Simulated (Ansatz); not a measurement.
Ansatz (a quantum-chemistry and plane-wave program) input (B3LYP/STO-3G):

Ansatz 0.2 input:
```yaml
crystal:
  periodic: [false, false, false]
  atoms:
    - {symbol: In, position_ang: [-0.00000000, -0.00000000, -0.67617906]}
    - {symbol: Cl, position_ang: [0.00000000, 0.00000000, 1.94898670]}
basis:
  gaussian:
    orbitals: STO-3G
hamiltonian:
  xc: {name: B3LYP}
total_charge: -1
magnetization: {spin_polarized: true, initial_magnetization: 1}
output: {forces: true}
```

Output:

```
WARN ansatz: RAYON_NUM_THREADS=1 ignored (pool sized by the plan → 1); use --threads N
Functional definition: B3LYP
integrals: 0.01 GiB planned
454 factors; integrals over basis functions are off by at most 3.8e-5 eV
mean field: 0.20 GiB planned
mean field evaluation 1: about -167074.8623 eV, gradient 3.3e0 eV
mean field evaluation 2: about -167075.0066 eV, gradient 1.9e0 eV
mean field evaluation 4: about -167075.0693 eV, gradient 1.2e-1 eV
mean field evaluation 8: about -167075.0707 eV, gradient 4.3e-3 eV
mean field evaluation 16: about -167075.0707 eV, gradient 2.8e-5 eV
mean field -167075.07071771 eV, -6139.8956013254 hartree, gradient 8.0e-5 eV, S^2 0.750682; 1 other end points of the search recorded, 0 dependent functions left out
the calculation of the forces begins
reference -167075.07087070 eV, -6139.8956069478 hartree; 34, 33 occupied and 2, 3 virtual orbitals, 454 factors
Total energy: -167075.07087070 eV, -6139.8956069478 hartree
Atom 0 at    -0.000000    -0.000000    -0.676179 Å, force     0.000000    -0.000000     0.977770 eV/Å
Atom 1 at     0.000000     0.000000     1.948987 Å, force    -0.000000     0.000000    -0.977770 eV/Å
Dipole moment:     0.000000    -0.000000    -0.605857 e Å
```

The dipole moment of an ion depends on the origin.
